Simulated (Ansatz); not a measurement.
Start from `C[N](C)[AlH][OH]` and change one element to get `C[N](C)[InH][OH]`.

Ansatz, PBE0-D4/def2-TZVP geometries, multiplicity 1. Each molecule was computed in one conformer, which needn't be the lowest.

Elements past krypton have def2 core potentials.

```json
{"property": "HOMO energy (ωB97M-V/def2-TZVPP) / eV", "`C[N](C)[AlH][OH]`": "-8.69"}
{"property": "size of the dipole moment (ωB97M-V/def2-TZVPP) / D", "`C[N](C)[AlH][OH]`": "2.01"}
{"property": "HOMO energy (PBE/def2-TZVPP) / eV", "`C[N](C)[AlH][OH]`": "-5.13"}
{"property": "LUMO energy (B3LYP/def2-TZVPP) / eV", "`C[N](C)[AlH][OH]`": "-0.15"}
{"property": "LUMO energy (PBE0/def2-TZVPP) / eV", "`C[N](C)[AlH][OH]`": "0.07"}
{"property": "HOMO–LUMO gap (PBE0/def2-TZVPP) / eV", "`C[N](C)[AlH][OH]`": "6.46"}
```

(1) What does the change do to each property? (An estimate is asked.)

Results:

(1) The calculation gave: 
```csv
property,`C[N](C)[InH][OH]`,shift
HOMO energy (ωB97M-V/def2-TZVPP) / eV,-8.23,0.46
size of the dipole moment (ωB97M-V/def2-TZVPP) / D,1.85,-0.16
HOMO energy (PBE/def2-TZVPP) / eV,-4.77,0.36
LUMO energy (B3LYP/def2-TZVPP) / eV,-1.07,-0.92
LUMO energy (PBE0/def2-TZVPP) / eV,-0.81,-0.88
HOMO–LUMO gap (PBE0/def2-TZVPP) / eV,5.15,-1.31
```

With PBE0 the HOMO rises by 0.43 eV and the LUMO falls by 0.88 eV, so the gap narrows by about 1.31 eV. PBE moves the HOMO by 0.36 eV and ωB97M-V by 0.46 eV. Dipoles are sizes alone; their direction can turn.

Positive LUMOs are unbound, so they and the gaps depend on the basis.

B3LYP here is the variant with VWN-RPA as its local correlation; programs differ in this.
